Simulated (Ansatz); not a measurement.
Cost and result for the atomization energy of C$_{3}$H$_{7}$BFN, SMILES `BN/C(C)=C\F` (13 atoms, 12 bonds).

Cartesian coordinates in Å:
```
B -1.874 -0.774 -0.125
N -0.730 -0.276 -0.750
C 0.451 0.194 -0.175
C 0.579 0.192 1.306
C 1.444 0.635 -0.942
F 1.331 0.638 -2.285
H -2.777 -1.124 -0.825
H -1.931 -0.842 1.065
H -0.713 -0.231 -1.759
H 0.476 -0.819 1.708
H 1.552 0.586 1.601
H -0.199 0.805 1.768
H 2.391 1.015 -0.587
```

Charge 0, multiplicity 1. The structure was optimised at the PBE0-D4/def2-TZVP level. It is one conformer, not always the lowest. Program: Ansatz. All runs use 4 threads of an Arm Neoverse V2 on a shared host. Times are those of one run each, without the atoms' runs, and a repeat can differ threefold. Electronic energies, without spin–orbit coupling; frozen cores. CCSD(T)/CBS adds CCSD(T) − MP2 in def2-TZVPP to the MP2 limit, and its time is that of the two runs behind it. T1 = 0.013. B3LYP takes the VWN-RPA correlation (the form of Gaussian; ORCA's B3LYP/G).

CCSD(T)/CBS is a level of theory with its own doubt, some kJ/mol a heavy atom from the limit and from the frozen cores, so smaller differences don't rank the functionals.

```json
{"level": "CCSD(T)/def2-TZVPP", "functions": "284", "atomization (kJ/mol)": "5081.8", "difference from CCSD(T)/CBS": "-127.7", "per bond": "-10.6"}
{"level": "r2SCAN-D4/def2-TZVPP (with forces)", "functions": "284", "atomization (kJ/mol)": "5249.3", "difference from CCSD(T)/CBS": "39.8", "per bond": "3.3"}
{"level": "ωB97M-V/def2-TZVPP (with forces)", "functions": "284", "atomization (kJ/mol)": "5250.0", "difference from CCSD(T)/CBS": "40.5", "per bond": "3.4"}
{"level": "CCSD(T)/CBS(def2)", "functions": "–", "atomization (kJ/mol)": "5209.5", "difference from CCSD(T)/CBS": "0.0", "per bond": "0.0"}
{"level": "ωB97X-V/def2-TZVPP", "functions": "284", "atomization (kJ/mol)": "5236.7", "difference from CCSD(T)/CBS": "27.2", "per bond": "2.3"}
{"level": "B3LYP-D4/def2-TZVPP (with forces)", "functions": "284", "atomization (kJ/mol)": "5252.5", "difference from CCSD(T)/CBS": "43.0", "per bond": "3.6"}
{"level": "B2PLYP/def2-TZVPP", "functions": "284", "atomization (kJ/mol)": "5190.2", "difference from CCSD(T)/CBS": "-19.3", "per bond": "-1.6"}
{"level": "MP2/def2-QZVPP", "functions": "552", "atomization (kJ/mol)": "5256.9", "difference from CCSD(T)/CBS": "47.4", "per bond": "3.9"}
{"level": "PBE0-D4/def2-TZVPP", "functions": "284", "atomization (kJ/mol)": "5274.1", "difference from CCSD(T)/CBS": "64.6", "per bond": "5.4"}
{"level": "PBE-D4/def2-TZVPP (with forces)", "functions": "284", "atomization (kJ/mol)": "5385.4", "difference from CCSD(T)/CBS": "175.9", "per bond": "14.7"}
```

Task: Order the runs by time, with rough figures. (An estimate is asked.)

Result: Computed: PBE-D4/def2-TZVPP (with forces) 2.7 s; PBE0-D4/def2-TZVPP 2.8 s; r2SCAN-D4/def2-TZVPP (with forces) 4.7 s; B3LYP-D4/def2-TZVPP (with forces) 4.8 s; B2PLYP/def2-TZVPP 6.5 s; ωB97X-V/def2-TZVPP 7.5 s; ωB97M-V/def2-TZVPP (with forces) 11 s; MP2/def2-QZVPP 29 s; CCSD(T)/def2-TZVPP 4.8 min; CCSD(T)/CBS(def2) 5.3 min.

The D4 term adds +38.5 kJ/mol with B3LYP and +20.3 kJ/mol with PBE0; it sums over pairs of atoms, weighted by their polarisabilities, and B3LYP, whose exchange is more repulsive, gets the larger term. From PBE to PBE0 (25 % exact exchange), in def2-TZVPP and without D4, the atomization energy moves by −107.5 kJ/mol: exact exchange takes away binding that semilocal exchange gives to molecules. In def2-TZVPP, CCSD(T) changes the Hartree–Fock value by +1260.0 kJ/mol (the triples alone add +81.4 kJ/mol) and MP2 by +1359.5 kJ/mol; breaking electron pairs costs correlation energy, which Hartree–Fock lacks.
